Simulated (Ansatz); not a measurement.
`C[SiH](Cl)CCl` and `ClC[SiH2]Cl` differ in one atom or group.

Ansatz, PBE0-D4/def2-TZVP geometries, multiplicity 1. Each molecule was computed in one conformer, which needn't be the lowest.

| property | `C[SiH](Cl)CCl` |
| --- | --- |
| HOMO energy (PBE0/def2-TZVPP) / eV | -8.18 |
| size of the dipole moment (ωB97M-V/def2-TZVPP) / D | 0.75 |
| HOMO energy (ωB97M-V/def2-TZVPP) / eV | -10.41 |
| HOMO–LUMO gap (ωB97M-V/def2-TZVPP) / eV | 12.56 |
| HOMO energy (PBE/def2-TZVPP) / eV | -6.84 |
| HOMO–LUMO gap (B3LYP/def2-TZVPP) / eV | 7.86 |

Task: What does the change do to each property? (Best estimate.)

Result: The calculation gave: 
```tsv
property	`ClC[SiH2]Cl`	shift
HOMO energy (PBE0/def2-TZVPP) / eV	-8.37	-0.19
size of the dipole moment (ωB97M-V/def2-TZVPP) / D	0.56	-0.19
HOMO energy (ωB97M-V/def2-TZVPP) / eV	-10.60	-0.19
HOMO–LUMO gap (ωB97M-V/def2-TZVPP) / eV	12.43	-0.13
HOMO energy (PBE/def2-TZVPP) / eV	-7.03	-0.19
HOMO–LUMO gap (B3LYP/def2-TZVPP) / eV	7.79	-0.07
```

With PBE0 the HOMO falls by 0.19 eV and the LUMO falls by 0.27 eV, so the gap narrows by about 0.08 eV. PBE moves the HOMO by -0.19 eV and ωB97M-V by -0.19 eV. Dipoles are sizes alone; their direction can turn.

B3LYP here is the variant with VWN-RPA as its local correlation; programs differ in this.
